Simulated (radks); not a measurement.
Neutral manganese, 25 electrons, occupied as [Ar] 3d5 4s2.

Method: scalar-relativistic Kohn-Sham, r2SCAN, spin-polarised, spherical densities, finite nucleus; open shells are filled with parallel spins first; meta-GGA in the generalised Kohn-Sham scheme; Fermi nuclear charge, rms radius 3.7057 fm; computed with a radial shooting solver on a logarithmic mesh with Libxc functionals.

Energy parts (eV):
total: -31530.975
kinetic: 31880.117
electron-nucleus: -75277.333
Hartree: 13292.834
exchange-correlation: -1426.593

Orbitals (lengths in bohr, moments of r in powers of bohr; r(max) is where P^2 peaks):
| orbital | occ. | eigenvalue (eV) | <r^2> | <r> | r(max) |
|---|---|---|---|---|---|
| 1s up | 1 | -6451.672 | 0.004991 | 0.06091 | 0.03988 |
| 1s down | 1 | -6451.703 | 0.004991 | 0.06091 | 0.03988 |
| 2s up | 1 | -752.6649 | 0.09207 | 0.2791 | 0.2323 |
| 2s down | 1 | -749.9801 | 0.09157 | 0.2784 | 0.2321 |
| 2p up | 3 | -635.8321 | 0.07524 | 0.2473 | 0.1885 |
| 2p down | 3 | -633.7852 | 0.07471 | 0.2465 | 0.1883 |
| 3s up | 1 | -91.0014 | 0.8354 | 0.8509 | 0.7355 |
| 3s down | 1 | -84.3369 | 0.8430 | 0.8547 | 0.7369 |
| 3p up | 3 | -58.4447 | 0.9622 | 0.9037 | 0.7524 |
| 3p down | 3 | -51.8062 | 0.9786 | 0.9105 | 0.7549 |
| 3d up | 5 | -8.7072 | 1.851 | 1.181 | 0.7626 |
| 3d down | 0 | -2.7383 | 3.194 | 1.458 | 0.7813 |
| 4s up | 1 | -5.7588 | 10.12 | 2.961 | 2.445 |
| 4s down | 1 | -4.5564 | 13.37 | 3.396 | 2.754 |

The highest occupied level is 4s down at -4.556 eV. Spin moment in Bohr magnetons: 5.
